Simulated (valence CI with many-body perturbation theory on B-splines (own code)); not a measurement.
**Which ion has this spectrum?**

A relativistic CI+MBPT calculation for an atom or ion with 5 electrons gives these levels (Ry):

| J | Parity | E | g |
| --- | --- | --- | --- |
| 1/2 | odd | 0.000 | 0.64 |
| 1/2 | even | 11.006 | 2.21 |
| 3/2 | odd | 20.497 | 1.32 |
| 3/2 | even | 28.195 | 1.66 |
| 5/2 | even | 30.386 | 1.36 |
| 3/2 | even | 33.839 | 0.96 |
| 1/2 | even | 33.927 | 1.20 |
| 3/2 | odd | 45.729 | 1.37 |
| 5/2 | even | 50.032 | 1.40 |
| 1/2 | even | 55.094 | 1.87 |
| 3/2 | even | 55.174 | 1.20 |
| 3/2 | odd | 64.079 | 1.43 |
| 5/2 | odd | 65.459 | 1.18 |
| 1/2 | odd | 68.100 | 0.64 |

The energies are calculated, and their last digits are not significant.

Question: Which is it?
A. Cd43+
B. Sb46+
C. Te47+
D. In44+

Answer: B. Sb46+, ground level (2s^2 2p1/2) J=1/2.
